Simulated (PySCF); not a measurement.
Spinor energies of Os (osmium, neutral)

Start: [Xe] 4f14 5d5 6s2 6p1; 5d5/2 filled at m_j = -3/2, -1/2, +1/2, +3/2, +5/2; 6p3/2 filled at m_j = +3/2. Calculated with PySCF 2.14 in x2c-TZVPall-2c (11s11p10d2f, 108 functions): generalised Hartree-Fock with the X2C-1e Hamiltonian and a Gaussian nucleus; spin-orbit coupling (SO) screened by Boettger's factors. This is a chosen level, not necessarily the ground level.

```csv
spinor shell,electrons,"ε, screened SO (eV)",weight of nominal j (screened SO),"rms radius, screened SO (bohr)"
1s1/2,2,-74258.6,1.000,0.0201
2s1/2,2,-13079.0,1.000,0.0809
2p1/2,2,-12499.9,1.000,0.0687
2p3/2,4,-10963.0,1.000,0.0764
3s1/2,2,-3111.0,1.000,0.207
3p1/2,2,-2852.6,1.000,0.198
3p3/2,4,-2512.0,1.000,0.214
3d3/2,4,-2084.3,1.000,0.188
3d5/2,6,-2011.0,1.000,0.193
4s1/2,2,-693.77,1.000,0.459
4p1/2,2,-584.13,1.000,0.466
4p3/2,4,-503.14,1.000,0.499
4d3/2,4,-322.94,0.999,0.519
4d5/2,6,-307.34,0.999,0.531
5s1/2,2,-112.03,1.000,1.08
5p1/2,2,-76.765,0.925,1.20
4f5/2,6,-76.722,0.983,0.609
4f7/2,8,-73.797,0.987,0.610
5p3/2,4,-61.465,0.963,1.27
5d5/2,5,-17.018,0.511,1.82
6s1/2,2,-10.033,0.914,3.12
6p3/2,1,-4.863,1.000,4.31
```

| quantity | screened SO |
| --- | --- |
| E (hartree) | -17263.62926 |
| M_J | 4 |
| ⟨J²⟩ | 21.184 |
| ⟨L²⟩ | 3.397 |
| ⟨S²⟩ | 11.809 |

The determinant has a definite M_J but mixes levels of different J.

Each row is a mean over spinors that exchange with the open shell spreads, by up to 9.062 eV (5p3/2).

Rows whose weight is well below 1 are mixtures of j = l ± 1/2: exchange outweighs spin-orbit coupling there, and the label is only the starting occupation.

Breit and QED terms are absent; they matter most for the inner s and p1/2 levels.

Densities and radii are taken from the X2C orbitals without a picture-change correction, which distorts them close to the nucleus.
